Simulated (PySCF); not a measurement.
Isomers of C6H13BO2. Level of theory: PySCF, TDDFT wB97X-D/def2-SVPD, vertical, gas phase, core orbitals frozen in the response. Geometries: PBE0-D3(BJ)/def2-SVP; one conformer of each isolated species. Triplets are in the Tamm–Dancoff approximation. 'Strongest' means the level of largest summed f among the lowest 10 singlets; it needn't be the same kind of state in each.

Task: Rank by computed lowest singlet excitation energy, lowest first.
A. `C1(CCCCC1)B(O)O`
B. `COB(C=C(C)C)OC`
C. `C(=C\B(OC)OC)/CC`
D. `CC(=C(C)CB(O)O)C`

Result: D (6.00 eV), B (6.15 eV), C (6.34 eV), A (7.61 eV).

```
          SMILES  S1 (eV)  f (S1)  T1 (eV)  first f ≥ 0.01 (nm)  f (strongest)  α (au)  S1 mainly
CC(C)=C(C)CB(O)O     6.00   0.024     4.09                  207           0.37    95.4  H→L (72%)
  COB(C=C(C)C)OC     6.15   0.537     3.90                  202           0.54    98.9  H→L (97%)
  CC/C=C/B(OC)OC     6.34   0.516     4.01                  196           0.52    98.6  H→L (97%)
   OB(O)C1CCCCC1     7.61   0.038     7.52                  163           0.04    89.8  H→L (89%)
```

H and L stand for HOMO and LUMO.

- `CC(C)=C(C)CB(O)O`: Löwdin shares by element: HOMO carbon 72% or more (atoms not listed hold the other 29%); LUMO boron 44%, oxygen 21%, hydrogen 7% or more (atoms not listed hold the other 27%).
- `COB(C=C(C)C)OC`: Löwdin shares by element: HOMO carbon 76% or more (atoms not listed hold the other 24%); LUMO carbon 47% or more, boron 15%, oxygen 8% or more (atoms not listed hold the other 30%).
- `CC/C=C/B(OC)OC`: Löwdin shares by element: HOMO carbon 71% or more, oxygen 8% or more (atoms not listed hold the other 21%); LUMO carbon 51% or more, boron 14%, oxygen 7% or more (atoms not listed hold the other 27%).
- `OB(O)C1CCCCC1`: Löwdin shares by element: HOMO carbon 40% or more, boron 11% (atoms not listed hold the other 48%); LUMO boron 40%, oxygen 33%, hydrogen 10% or more (atoms not listed hold the other 17%).

Without π bonds the low states are Rydberg-like; a valence basis with one diffuse set may place them up to an eV too high.
